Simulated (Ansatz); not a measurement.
Geometry optimisation, DFT PBE, scalar-relativistic, plane waves, PAW (Ansatz).

Input:

```yaml
crystal:
  lattice:
    - [11.18, 0.0, 0.0]
    - [0.0, 11.18, 0.0]
    - [0.0, 0.0, 11.18]
  atoms:
    - { symbol: Rb, position: [0.0, 0.0, 0.0] }
    - { symbol: Rb, position: [0.5, 0.0, 0.0] }
    - { symbol: Rb, position: [0.0, 0.5, 0.0] }
    - { symbol: Rb, position: [0.0, 0.0, 0.5] }
    - { symbol: Rb, position: [0.25, 0.25, 0.25] }
    - { symbol: Rb, position: [0.5, 0.5, 0.0] }
    - { symbol: Rb, position: [0.5, 0.0, 0.5] }
    - { symbol: Rb, position: [0.75, 0.25, 0.25] }
    - { symbol: Rb, position: [0.0, 0.5, 0.5] }
    - { symbol: Rb, position: [0.25, 0.75, 0.25] }
    - { symbol: Rb, position: [0.25, 0.25, 0.75] }
    - { symbol: Rb, position: [0.5, 0.5, 0.5] }
    - { symbol: Rb, position: [0.75, 0.75, 0.25] }
    - { symbol: Rb, position: [0.75, 0.25, 0.75] }
    - { symbol: Rb, position: [0.25, 0.75, 0.75] }
    - { symbol: Rb, position: [0.75, 0.75, 0.75] }
    - { symbol: Li, position: [0.2461544, 0.0031162, 0.874349] }
basis:
  ecutwfc: 420.0
kpoints:
  mp_grid: { grid: [1, 1, 1] }
hamiltonian:
  xc: pbe
scf:
  occupations: { method: fermi_dirac, width: 0.05 }
  lower_state_search: "off"
relax:
  f_tol: 0.08
  max_steps: 25
  adjacent_minimum: "off"
output:
  write_density: true
  write_potential: true
  elf: true
  volumetric_format: npy
```

Launched with:

```bash
$ ansatz run input.yaml --threads 2 --pin off --max-ram 5120MiB --backend cpu --events-out ev --progress --plain --runs-dir out
```

Where does it end, and by what steps?

The forces met the threshold. The threshold is loose, so the end isn't yet a minimum. Limits of this set-up: coarse k mesh. After 3 steps the energy has fallen by 0.462 eV; Rb11 moved furthest, 0.47 Å.

```json
{"step": "0", "energy less start (eV)": "0.0000", "largest force component (eV/Å)": "0.453", "accepted": "yes"}
{"step": "1", "energy less start (eV)": "-0.2080", "largest force component (eV/Å)": "0.288", "accepted": "yes"}
{"step": "2", "energy less start (eV)": "-0.3989", "largest force component (eV/Å)": "0.114", "accepted": "yes"}
{"step": "3", "energy less start (eV)": "-0.4623", "largest force component (eV/Å)": "0.011", "accepted": "yes"}
```

```xyz
17
Lattice="11.1800 0.0000 0.0000 0.0000 11.1800 0.0000 0.0000 0.0000 11.1800" Properties=species:S:1:pos:R:3
Rb -0.460 0.000 0.069
Rb 6.032 0.000 0.056
Rb -0.131 5.586 0.109
Rb 0.251 0.002 5.941
Rb 2.793 2.545 2.445
Rb 5.724 5.586 0.110
Rb 5.339 0.002 5.934
Rb 8.379 2.690 3.077
Rb 0.103 5.595 5.307
Rb 2.793 8.635 2.450
Rb 2.795 3.255 8.316
Rb 5.487 5.595 5.310
Rb 8.379 8.490 3.075
Rb 8.390 2.925 8.276
Rb 2.795 7.940 8.327
Rb 8.389 8.252 8.275
Li 2.773 0.018 9.777
```

Whether the end is a true minimum wasn't checked by a vibrational analysis.

Time of the run: 20 s on 2 threads of Arm Neoverse V1, with other jobs on the host, peak memory 0.84 GiB.
